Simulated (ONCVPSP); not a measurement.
## u(r) = r·R(r): atom against pseudo-atom (titanium)

Columns: radius, all-electron u(r) and pseudo u(r) of the 3p shell (level -38.78 eV) of titanium in the configuration [Ne] 3s2 3p6 3d2 4s2; PBEsol, scalar-relativistic, ONCV scheme, ONCVPSP 4.0.1.

```csv
r (bohr),all-electron,pseudo
0.098,-0.3911,0.0340
0.195,-0.5178,0.1294
0.292,-0.2860,0.2721
0.390,0.0809,0.4436
0.488,0.4326,0.6190
0.585,0.7051,0.7752
0.682,0.8892,0.8980
0.780,0.9929,0.9787
0.878,1.0310,1.0145
0.975,1.0212,1.0099
1.072,0.9795,0.9738
1.170,0.9171,0.9150
1.268,0.8436,0.8431
1.365,0.7663,0.7662
1.463,0.6881,0.6880
1.560,0.6135,0.6134
1.658,0.5427,0.5426
1.755,0.4780,0.4780
1.852,0.4193,0.4192
1.950,0.3659,0.3658
2.047,0.3188,0.3188
2.145,0.2767,0.2767
2.242,0.2401,0.2401
2.340,0.2076,0.2076
2.438,0.1793,0.1793
2.535,0.1549,0.1549
```

Problem. How many radial nodes do the two functions have?

Solution. The all-electron 3p function has n − l − 1 = 1; the pseudo-wave has 0, since the states of the same l below it are removed with the core.

Problem. At about which radius was the pseudo-wave matched?

Solution. 1.50 bohr. The columns agree to 0.0005 from 1.36 bohr on; several derivatives are matched, so the curves merge somewhat inside the radius.

Problem. Is the pseudo-wave norm-conserving?

Solution. Yes: the ONCV scheme keeps the norm inside the radius equal to the all-electron one, which fixes the energy derivative of the logarithmic derivative at the level.
